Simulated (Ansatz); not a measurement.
`[O][Ga]([F])[Cl]` radical. Total charge 0; spin multiplicity 2.

Z-matrix (Å, degrees):
```
Ga
O 1 1.793
Cl 1 2.103 2 121.6
F 1 1.733 2 117.5 3 -180.0
```

Problem. List the harmonic frequencies (cm⁻¹, unscaled) at PBE0-D4/def2-TZVP in Ansatz. (Estimate.)

Solution. Ansatz gave: 135, 170, 179, 443, 684, 728.

Problem. Is this a minimum?

Solution. Yes, all 6 modes are real.

Problem. Give the ideal-gas thermochemistry at 298.15 K and 1 bar (rigid rotor, harmonic oscillator; point group Cs, symmetry number 1).

Solution. Zero-point energy 14.0 kJ/mol; H(298) − E = 30.1 kJ/mol; entropy 325.3 J/(mol·K), of which translation 170.5, rotation 111.1, vibration 37.9, electronic 5.8; G(298) − E = -66.9 kJ/mol.

Problem. And at 400, 500, 600, 800 and 1000 K?

Solution. 
```tsv
T (K)	H − E (kJ/mol)	S (J/mol/K)	G − E (kJ/mol)
400	37.5	346.5	-101.1
500	45.0	363.4	-136.6
600	52.8	377.5	-173.7
800	68.7	400.4	-251.6
1000	84.9	418.5	-333.6
```

Problem. Rotational constants (cm⁻¹)?

Solution. 0.2131, 0.09743, 0.06686.
